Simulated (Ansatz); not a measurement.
Al8As8H22, a nanocrystal cut from wurtzite AlAs (hydrogen-capped), 38 atoms. Hardware: 2 threads of AMD EPYC 7R13 on a shared host and a share (18 GiB) of an NVIDIA H100 80GB HBM3.

Correlated methods freeze 112 core orbitals; core or outer-core shells of As are correlated, in sets that lack core-valence functions. Single mean-field runs in def2-SVP, def2-TZVP are fitted with def2-universal-jkfit.

(1) How many basis functions does each of these Ansatz runs have, and roughly what does it cost? PBE-D4/def2-TZVP, charge 0 singlet, energy, from earlier orbitals; RPA@PBE/def2-SVP, charge 0 singlet, energy, from earlier orbitals; PBE-D4/def2-SVP, charge -1 doublet at the geometry of the charge 0 singlet, energy, from earlier orbitals; PBE-D4/def2-SVP, charge 0 triplet at the geometry of the charge 0 singlet, energy, from earlier orbitals; PBE-D4/def2-SVP, charge 0 singlet, energy, from earlier orbitals; PBE0-D4/def2-SVP, charge -1 doublet at the geometry of the charge 0 singlet, energy; PBE0-D4/def2-SVP, charge 1 doublet at the geometry of the charge 0 singlet, energy; PBE-D4/def2-SVP, charge 1 doublet at the geometry of the charge 0 singlet, energy, from earlier orbitals; PBE-QIDH/def2-SVP, charge 0 singlet, energy and forces, from earlier orbitals; PBE-QIDH/def2-SVP, charge -1 doublet at the geometry of the charge 0 singlet, energy, from earlier orbitals; HF/STO-3G, charge 0 singlet, energy; r2SCAN-D4/def2-SVP, charge 0 singlet, energy, from earlier orbitals.

Results:

(1) Other jobs shared the machine, so times can vary by a factor of up to 3. A dash marks memory too small to be measured apart from the calling script's.

```
                                                                                                        run  functions  fitting or Cholesky vectors  wall time  peak host memory (GiB)
                                                                        HF/STO-3G, charge 0 singlet, energy        238                         2555        2 s                       –
                                           PBE-D4/def2-SVP, charge 0 singlet, energy, from earlier orbitals        510                         3548      3.2 s                     1.1
                                          PBE-D4/def2-TZVP, charge 0 singlet, energy, from earlier orbitals        812                         3548      4.3 s                     1.1
                                        r2SCAN-D4/def2-SVP, charge 0 singlet, energy, from earlier orbitals        510                         3548      4.7 s                     1.1
   PBE-D4/def2-SVP, charge 1 doublet at the geometry of the charge 0 singlet, energy, from earlier orbitals        510                         3548        6 s                     1.2
  PBE-D4/def2-SVP, charge -1 doublet at the geometry of the charge 0 singlet, energy, from earlier orbitals        510                         3548        7 s                     1.2
   PBE-D4/def2-SVP, charge 0 triplet at the geometry of the charge 0 singlet, energy, from earlier orbitals        510                         3548        7 s                     1.2
                         PBE0-D4/def2-SVP, charge 1 doublet at the geometry of the charge 0 singlet, energy        510                         3548      7.5 s                     1.2
                        PBE0-D4/def2-SVP, charge -1 doublet at the geometry of the charge 0 singlet, energy        510                         3548      9.6 s                     1.2
                                          RPA@PBE/def2-SVP, charge 0 singlet, energy, from earlier orbitals        510                         4930       11 s                     3.3
PBE-QIDH/def2-SVP, charge -1 doublet at the geometry of the charge 0 singlet, energy, from earlier orbitals        510                         3548       11 s                     3.4
                              PBE-QIDH/def2-SVP, charge 0 singlet, energy and forces, from earlier orbitals        510                         3548       17 s                     7.3
```
